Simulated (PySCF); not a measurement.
difluoromethane (CH$_{2}$F$_{2}$), singlet, geometry from GFN2-xTB. Base run: CCSD/STO-3G (PySCF).

PySCF was given this input:
```python
from pyscf import gto, scf, cc

mol = gto.M(
    atom='''
C     0.01968854    0.00631445    0.49889193
F    -0.03994213    1.08453031   -0.30145729
F     0.01714658   -1.09184124   -0.27616403
H    -0.87297769   -0.00966100    1.13908803
H     0.96000648    0.03757263    1.06615233
''',
    basis='sto-3g',
    verbose=4,
)

mf = scf.RHF(mol)
mf.kernel()

mycc = cc.CCSD(mf)
mycc.kernel()
print('E(CCSD) = %.10f' % mycc.e_tot)
```

Each row names what was changed in the base input (with any setting that the change needs).

```csv
change,ΔE vs base (mEh),MP2 correlation (Eh),CC correlation without the perturbative part (Eh),basis functions
base,0.000,-0.08071,-0.10661,17
cc.iterative_damping = 0.8,0.000,-0.08071,-0.10661,17
cc.direct = True,0.000,-0.08071,-0.10661,17
cc.conv_tol = 1e-9,0.000,-0.08071,-0.10661,17
density fitting = JK and correlation,-0.260,-0.08069,-0.10660,17
cc.diis_space = 3,0.000,-0.08071,-0.10661,17
cc.level_shift = 0.2,0.000,-0.08071,-0.10661,17
frozen = 3,0.414,-0.08023,-0.10619,17
frozen = 4,9.628,-0.07307,-0.09698,17
cc.diis_space = 10,0.000,-0.08071,-0.10661,17
```
